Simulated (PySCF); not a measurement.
## MCa for M along the alkali metals

PBE0 with double-zeta basis sets in PySCF, for the lowest determinant that a PBE0 search found; no spin–orbit coupling. De refers to high-spin ground-configuration atoms. A positive dipole means M(−)Ca(+).

| M | basis | state (unpaired electrons) | Re (Å) | ωe (cm⁻¹) | De (eV) | μ (D) |
| --- | --- | --- | --- | --- | --- | --- |
| Li | aug-pcseg-1 | doublet (σ ↑) | 3.417 | 203 | 0.39 | -0.71 |
| Na | x2c-SVPall | doublet (σ ↑) | 3.704 | 110 | 0.29 | -0.72 |
| K | def2-SVP | doublet (σ ↑) | 4.260 | 76.1 | 0.23 | -1.89 |
| Cs | def2-SVP | doublet (σ ↑) | 4.694 | 53.1 | 0.20 | -2.95 |

**Question.** The row for M = Rb is missing. Estimate Re, ωe and De as the mean of the rows for K and Cs, and compare with the calculation.

**Answer.** The means are 4.477 Å, 64.6 cm⁻¹ and 0.22 eV. PBE0 in def2-SVP gives RbCa as a doublet (σ ↑) with Re = 4.441 Å, ωe = 60.5 cm⁻¹, De = 0.21 eV, so the estimate is off by +3.6 pm, +7 % and +0.00 eV.

The rows differ in basis set, which adds steps of its own.

Weak bonds: CsCa, KCa, LiCa, NaCa, RbCa. Basis-set superposition, not corrected here, can be much of De in a small basis, most of all at correlated wavefunction levels. Functionals without a dispersion term scatter widely for such bonds, and LDA overbinds them. Spin–orbit coupling is left out. States were picked by a PBE0 search and need not be the measured ground states.
